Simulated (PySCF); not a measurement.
**Correlation energy of N+ (nitrogen, charge +1)**

[He] 2s2 2p2, high-spin 3P determinant. Computed with PySCF 2.14 in aug-cc-pwCVTZ, with no relativity, point nucleus. Frozen: nothing; 6 electrons correlated.

```json
{"level": "CCSD", "correlation energy (mhartree)": "-143.92"}
{"level": "(T)", "correlation energy (mhartree)": "-2.03"}
{"level": "CCSD(T)", "correlation energy (mhartree)": "-145.95"}
```

Diagnostics: T1 = 0.0055, D1 = 0.0138, largest double amplitude 0.116.

Cost of the coupled-cluster step: of the order of 2.3 core-seconds, for 6 correlated electrons.

Iterations:

```
CC2 = 0
CCSD nocc = (np.int64(4), np.int64(2)), nmo = (59, 59)
frozen orbitals [[], []]
max_cycle = 100
direct = 0
conv_tol = 1e-08
conv_tol_normt = 1e-06
diis_space = 8
diis_start_cycle = 0
Init t2, MP2 energy = -0.121953004230866
Init E_corr(UCCSD) = -0.121953004241135
cycle = 1  E_corr(UCCSD) = -0.137013055212841  dE = -0.015060051  norm(t1,t2) = 0.0392158
cycle = 2  E_corr(UCCSD) = -0.141014375103769  dE = -0.00400131989  norm(t1,t2) = 0.0174215
cycle = 3  E_corr(UCCSD) = -0.143981181858273  dE = -0.00296680675  norm(t1,t2) = 0.00871069
cycle = 4  E_corr(UCCSD) = -0.143907284606139  dE = 7.38972521e-05  norm(t1,t2) = 0.000985006
cycle = 5  E_corr(UCCSD) = -0.143925187989737  dE = -1.79033836e-05  norm(t1,t2) = 0.000150714
cycle = 6  E_corr(UCCSD) = -0.143921523807219  dE = 3.66418252e-06  norm(t1,t2) = 2.2082e-05
cycle = 7  E_corr(UCCSD) = -0.143922287384143  dE = -7.63576925e-07  norm(t1,t2) = 5.35351e-06
cycle = 8  E_corr(UCCSD) = -0.143922331900294  dE = -4.45161504e-08  norm(t1,t2) = 1.45051e-06
cycle = 9  E_corr(UCCSD) = -0.143922283622399  dE = 4.8277895e-08  norm(t1,t2) = 3.43523e-07
cycle = 10  E_corr(UCCSD) = -0.143922297088692  dE = -1.34662932e-08  norm(t1,t2) = 6.19981e-08
cycle = 11  E_corr(UCCSD) = -0.143922295787082  dE = 1.30160971e-09  norm(t1,t2) = 2.9773e-08
UCCSD converged
E(UCCSD) = -54.03454898544904  E_corr = -0.1439222957870824
UCCSD(T) correction = -0.00203321691634346
```
